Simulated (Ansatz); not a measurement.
Geometry optimisation, UKS BHLYP/def2-SVP in Ansatz.

The input (input.yaml):

```yaml
crystal:
  periodic: [false, false, false]
  atoms:
    - { symbol: Ti, position_ang: [-0.005645, 0.027029, -0.445471] }
    - { symbol: F, position_ang: [0.330807, 0.464203, 2.532571] }
    - { symbol: F, position_ang: [1.748045, -0.017882, -0.696465] }
    - { symbol: F, position_ang: [-0.880298, 1.556192, -0.634535] }
    - { symbol: O, position_ang: [-0.895429, -1.471135, -0.136967] }
    - { symbol: H, position_ang: [-1.395, -2.26303, 0.01527] }
    - { symbol: F, position_ang: [-0.301979, -0.401177, 3.240397] }
magnetization:
  spin_polarized: true
  initial_magnetization: 1
basis:
  gaussian: { orbitals: def2-SVP }
hamiltonian:
  xc: { name: BHLYP }
relax:
  f_tol: 0.03
  max_steps: 50
output:
  orbitals: {}
```

Run as:

```bash
$ ansatz run input.yaml --threads 4 --pin off --max-ram 5120MiB --backend cpu --events-out ev --progress --plain --runs-dir out
```

Q: Where does it end, and by what steps?

A: The forces met the threshold. The force dipped under the threshold on the way, but the program's further checks kept it going. After 21 steps the energy has fallen by 0.173 eV; F3 moved furthest, 0.53 Å.

```tsv
step	energy less start (eV)	largest force component (eV/Å)	accepted
0	0.0000	2.961	yes
1	-0.0562	0.895	yes
2	-0.1271	0.870	yes
3	-0.1493	0.286	yes
4	-0.1579	0.078	yes
5	-0.1600	0.499	yes
6	-0.1648	0.019	yes
7	-0.1626	0.363	no
8	-0.1649	0.159	yes
9	-0.1654	0.170	yes
10	-0.1654	0.225	yes
11	-0.1644	0.374	no
12	-0.1675	0.067	yes
13	-0.1686	0.065	yes
14	-0.1677	0.372	no
15	-0.1700	0.031	yes
16	-0.1709	0.080	yes
17	-0.1695	0.352	no
18	-0.1719	0.017	yes
19	-0.1726	0.026	yes
20	-0.1719	0.139	no
21	-0.1731	0.018	yes
```

```xyz
7
Properties=species:S:1:pos:R:3
Ti -0.117 0.015 -0.401
F 0.722 0.140 2.392
F 1.642 0.091 -0.186
F -1.019 1.495 -0.763
O -0.968 -1.531 -0.289
H -1.433 -2.359 -0.246
F -0.227 0.044 3.368
```

Whether the end is a true minimum wasn't checked by a vibrational analysis.

Time of the run: 93 s on 4 threads of Intel(R) Xeon(R) CPU @ 2.60GHz (Ice Lake), on a shared host, peak memory 0.42 GiB.
